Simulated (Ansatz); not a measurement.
Basis-set extrapolation for `B1C[SiH2][SiH2]1` (PBE0-D4/def2-TZVP geometry, frozen core, Ansatz 0.2.0). Multiplicity 1, RHF reference.

```
                      def2-TZVPP   def2-QZVPP
                 HF  -644.481339  -644.501842
    MP2 correlation    -0.528457    -0.563245
CCSD(T) correlation    -0.609706      not run
```

Energies in hartree. Use E(X) = E(∞) + A·exp(−7.88·√X) for Hartree–Fock and E(X) = E(∞) + B·X^(−2.97) for correlation, with X = 3 and 4, and add CCSD(T) minus MP2 of the smaller set to the MP2 limit.

Task: What is the CCSD(T) energy at the basis-set limit?

Result: HF limit: -644.501842 + (-0.020503) × 0.13774 = -644.50467. MP2 limit: -0.563245 + (-0.034788) × 0.74074 = -0.58901. Higher-order term: -0.609706 − (-0.528457) = -0.08125. Total: -645.17493 hartree, 220.2 kJ/mol below CCSD(T)/def2-TZVPP.
